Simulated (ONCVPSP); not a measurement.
## cobalt (Co), ONCV: configuration errors across variants

```json
{
  "Element": "cobalt",
  "Generator": "ONCVPSP 4.0.1",
  "Type": "optimised norm-conserving Vanderbilt (ONCV)",
  "Functional": "LDA (Perdew-Wang 92)",
  "Relativity": "scalar-relativistic",
  "Frozen core": "[Ne]",
  "Valence charge": "17",
  "Reference configuration": "3s2 3p6 3d7 4s2",
  "Partial waves": "3s+4s: rc 1.15 bohr, ncon 3, nbas 7, qcut 13.5 1/bohr, 2 projectors; 3p: rc 1.05 bohr, ncon 4, nbas 8, qcut 11.9 1/bohr, 2 projectors, debl 3.6 Ha; 3d: rc 1.40 bohr, ncon 3, nbas 8, qcut 10.1 1/bohr, 1 projector",
  "Local potential": "polynomial inside 0.80 bohr (lpopt 5, dvloc0 0 Ha)",
  "Core correction": "none"
}
```

All-electron excitation energies from the reference (eV): (1) 3s2 3p6 3d7 4s1 9.289; (2) 3s2 3p6 3d7 4s0 26.367; (3) 3s2 3p6 3d6 4s0 62.560; (4) 3s2 3p6 3d7 4s0 4p1 14.740.

Errors AE − PS in meV (a dash: test not solved or not reliable):

| change | (1) | (2) | (3) | (4) | bound ghosts | GHOST(+) flags above zero |
| --- | --- | --- | --- | --- | --- | --- |
| base | +1.0 | +7.3 | -15 | +3.1 | none | none |
| all radii scaled by about 0.89 (s 1.02, p 0.94, d 1.24 bohr); local potential polynomial inside 0.72 bohr (lpopt 5, dvloc0 0 Ha) | +0.6 | +5.0 | -21 | +2.1 | none | s |
| all radii scaled by about 1.08 (s 1.24, p 1.14, d 1.50 bohr); local potential polynomial inside 0.86 bohr (lpopt 5, dvloc0 0 Ha) | +1.2 | +8.6 | -12 | +3.7 | none | none |
| all radii scaled by about 1.20 (s 1.38, p 1.26, d 1.68 bohr); local potential polynomial inside 0.96 bohr (lpopt 5, dvloc0 0 Ha) | +1.5 | +10 | -6.2 | +4.2 | none | none |
| all radii scaled by about 1.31 (s 1.50, p 1.38, d 1.84 bohr); local potential polynomial inside 1.04 bohr (lpopt 5, dvloc0 0 Ha) | +1.8 | +11 | +0.3 | +4.7 | none | none |

(1) Give the same row for: all radii scaled by about 0.82 (s 0.94, p 0.86, d 1.14 bohr); local potential polynomial inside 0.66 bohr (lpopt 5, dvloc0 0 Ha).

Answers

(1) +0.3, -71, -27, +1.4; bound ghosts: none; GHOST(+) flags above zero: s.
